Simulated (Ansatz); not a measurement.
Calculated with Ansatz (gas phase, PBE0-D4/def2-TZVP geometries, no zero-point term in ΔE). CBS: MP2 limit from def2 TZ/QZ plus the TZ coupled-cluster correction, frozen cores. For Se outer-core shells are correlated without core-valence functions, which leaves a few kJ/mol of doubt a bond. Scalar relativity is left out up to krypton. One conformer a species, not always the lowest.

Consider the redistribution: `CB(C)[SiH2]N` + `C#CC=[Se]` → `N[SiH2]C=[Se]` + `C#CB(C)C`.

`CB(C)[SiH2]N`:

```xyz
15

C    -1.629   -0.131    0.569
B    -0.197   -0.561    0.118
C     0.226   -2.065    0.184
Si    1.140    0.793   -0.588
N     0.775    2.484   -0.484
H    -2.123   -0.830    1.250
H    -2.228   -0.133   -0.357
H    -1.703    0.886    0.963
H     1.029   -2.365   -0.493
H     0.623   -2.199    1.204
H    -0.610   -2.767    0.095
H     2.440    0.610    0.126
H     1.377    0.468   -2.030
H    -0.044    2.848   -0.946
H     0.925    2.962    0.390
```

`C#CC=[Se]`:

```xyz
6

C    -1.352    0.027    0.807
C    -0.330    0.048    0.167
C     0.847    0.095   -0.586
Se    2.136   -1.107   -0.507
H    -2.249   -0.007    1.380
H     0.947    0.944   -1.260
```

`N[SiH2]C=[Se]`:

Z-matrix (Å, degrees):
```
Si
C 1 1.874
N 1 1.701 2 107.6
H 1 1.494 2 106.4 3 124.4
H 1 1.490 2 108.0 3 -121.9
Se 2 1.755 1 124.2 3 -7.1
H 2 1.091 1 118.4 3 173.8
H 3 1.005 1 123.7 2 167.6
H 3 1.009 1 118.0 2 14.8
```

`C#CB(C)C`:

```xyz
12

C     0.321   -0.672   -2.561
C     0.176   -0.366   -1.401
B    -0.007    0.018    0.064
C    -1.449    0.048    0.668
C     1.251    0.369    0.923
H     0.449   -0.941   -3.584
H    -1.538    0.695    1.544
H    -1.658   -0.975    1.017
H    -2.232    0.287   -0.054
H     1.417    1.450    0.798
H     2.170   -0.120    0.595
H     1.101    0.206    1.993
```

```tsv
species	CCSD(T)/def2-TZVPP energy (Eh)
`CB(C)[SiH2]N`	-450.61221
`C#CC=[Se]`	-2515.32396
`N[SiH2]C=[Se]`	-2784.88463
`C#CB(C)C`	-181.08812
```

Work out ΔE.

ΔE = (-2784.88463) + (-181.08812) − (-450.61221) − (-2515.32396) = -0.03658 Eh = -23.0 kcal/mol. CCSD(T)/CBS gives -23.9 kcal/mol.

Largest T1 diagnostic among the species: 0.016.

In def2-TZVPP, CCSD(T) changes the Hartree–Fock value by +3.1 kcal/mol (the triples alone add +0.7 kcal/mol) and MP2 by +2.5 kcal/mol. From PBE to PBE0 (25 % exact exchange), in def2-TZVPP and without D4, ΔE moves by −2.0 kcal/mol.
